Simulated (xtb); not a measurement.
Scan of H₃As, singlet: map of symmetric stretch and umbrella angle. Scanned: As-H bond length and angle between the As-H bonds and the threefold axis (90 = planar).

Computed with xtb with GFN1-xTB.

Energy in eV above the lowest grid point; x is the As-H bond length (Å), y the angle between the As-H bonds and the threefold axis (90 = planar) (°).

| y \ x | 1.34 | 1.43 | 1.50 | 1.57 | 1.64 | 1.71 | 1.78 | 1.85 | 1.90 |
|---|---|---|---|---|---|---|---|---|---|
| 130 | 0.906 | 0.216 | 0.097 | 0.204 | 0.467 | 0.848 | 1.324 | 1.879 | 2.313 |
| 127.20 | 0.770 | 0.110 | 0.009 | 0.131 | 0.407 | 0.797 | 1.281 | 1.842 | 2.281 |
| 123.20 | 0.704 | 0.080 | 0.000 | 0.137 | 0.423 | 0.820 | 1.308 | 1.872 | 2.312 |
| 119.20 | 0.772 | 0.179 | 0.114 | 0.261 | 0.551 | 0.948 | 1.432 | 1.990 | 2.425 |
| 115.20 | 0.957 | 0.392 | 0.341 | 0.493 | 0.781 | 1.171 | 1.645 | 2.191 | 2.616 |
| 111.20 | 1.241 | 0.707 | 0.669 | 0.824 | 1.107 | 1.485 | 1.942 | 2.468 | 2.879 |
| 107.20 | 1.604 | 1.106 | 1.086 | 1.247 | 1.524 | 1.887 | 2.322 | 2.822 | 3.212 |
| 103.20 | 2.014 | 1.567 | 1.574 | 1.749 | 2.025 | 2.373 | 2.782 | 3.250 | 3.615 |
| 99.20 | 2.427 | 2.047 | 2.100 | 2.308 | 2.598 | 2.938 | 3.322 | 3.754 | 4.091 |
| 95.20 | 2.769 | 2.470 | 2.592 | 2.869 | 3.210 | 3.569 | 3.940 | 4.337 | 4.642 |
| 90 | 2.961 | 2.723 | 2.915 | 3.293 | 3.781 | 4.326 | 4.774 | 5.147 | 5.410 |

Points that lie below all their neighbours on the grid: x = 1.50, y = 123.20 (0.000 eV).
